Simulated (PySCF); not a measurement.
Compound: (I2B-mu-SH)2.
Z-matrix (Å and degrees, PBE0-D3(BJ)/def2-SVP geometry), rows numbered from 1:
```
B 
I   1  2.1905
I   1  2.1897  2  116.55
S   1  1.9821  2  111.36  3   127.35
B   4  1.9815  1   84.05  2   112.14
I   5  2.1902  4  109.87  1   116.85
I   5  2.1905  4  111.47  1  -112.30
S   5  1.9808  4   95.91  1     1.60
H   4  1.3549  1   98.33  2    14.57
H   8  1.3547  1   98.08  2   149.17
```

Level of theory: PySCF 2.14.0, PBE0-D3(BJ)/def2-SVP geometry optimisation, gas phase, def2 core potentials past Kr.

Masses are those of the commonest isotopes; rigid-rotor values at the optimised geometry. The values belong to one conformer.

Problem. Give the principal moments of inertia and the rotational constants in GHz.

Solution. Ia = 1909.69, Ib = 3300.14, Ic = 4920.67 u·Å²; 505379 MHz·u·Å²/I gives 264.6, 153.1 and 102.7 MHz, that is A = 0.2646, B = 0.1531, C = 0.1027 GHz.

Problem. What kind of rotor is it?

Solution. An asymmetric top: κ = (2 × 153.1 − 264.6 − 102.7)/(264.6 − 102.7) = -0.38.

Problem. What does the inertial defect say?

Solution. Not planar: Δ = Ic − Ia − Ib = -289.16 u·Å². For a rigid frame Δ = −2 Σ m c², so Σ m c² = 144.58 u·Å² lies off the ab plane: 6.22 from hydrogen and 138.36 from heavier atoms. The atom farthest from that plane is 1.79 Å away.

Problem. Give the other two planar moments, Paa and Pbb, and the rms extents of the mass along the axes.

Solution. Paa = Σ m a² = (Ib + Ic − Ia)/2 = 3155.57 and Pbb = Σ m b² = (Ia + Ic − Ib)/2 = 1765.11 u·Å². With the mass M = 595.60 u, the rms extents √(P/M) along a, b and c are 2.30, 1.72, 0.49 Å.

Problem. Give the coordinates in the principal-axis frame, origin at the centre of mass.

Solution. The sense of each axis is arbitrary; atoms in the order of the calculation.
```csv
atom,mass (u),a (Å),b (Å),c (Å)
B1,11.009,1.326,-0.019,0.003
I2,126.904,2.431,1.872,-0.002
I3,126.904,2.524,-1.852,0.001
S4,31.972,-0.001,-0.076,1.474
B5,11.009,-1.327,-0.020,0.003
I6,126.904,-2.516,-1.859,0.002
I7,126.904,-2.439,1.867,-0.003
S8,31.972,0.000,-0.018,-1.468
H9,1.008,-0.001,1.242,1.789
H10,1.008,-0.002,-1.348,-1.725
```

The dipole components are |μa| = 0.00 D, |μb| = 0.07 D, |μc| = 0.05 D.

Atoms past krypton carry def2 core potentials. Not checked by PBE0-D3(BJ)/def2-SVP frequencies. Zero-point vibration and centrifugal distortion are left out. Quadrupole hyperfine structure (11B, 127I) is left out.
